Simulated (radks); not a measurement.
Valence configurations of As II (all share [Ar]). All-electron calculation, Dirac Kohn-Sham, BLYP, spin-unpolarised, spherical densities, finite nucleus; open shells fill j = l - 1/2 first; Fermi nuclear charge, rms radius 4.0968 fm. Program: a radial shooting solver on a logarithmic mesh with Libxc functionals. Order these by energy: 3d8 4s1 4p5; 3d10 4p4; 3d10 4s2 4p2; 3d10 4s1.5 4p2.5; 3d9 4s1 4p4; 3d8 4s2 4p4; 3d9 4s2 4p3; 3d10 4s0.5 4p3.5; 3d9.5 4s2 4p2.5; 3d10 4s1 4p3.

Answer. From the lowest, in eV above it: 3d10 4s2 4p2 0.000; 3d10 4s1.5 4p2.5 5.092; 3d10 4s1 4p3 10.239; 3d10 4s0.5 4p3.5 15.439; 3d9.5 4s2 4p2.5 19.517; 3d10 4p4 20.690; 3d9 4s2 4p3 41.387; 3d9 4s1 4p4 52.564; 3d8 4s2 4p4 92.468; 3d8 4s1 4p5 104.52. NIST lists [Ar] 3d10 4s2 4p2 as the ground configuration; this level of theory agrees among the configurations tried. The energies are those of spherical spin-averaged densities, not of single terms.
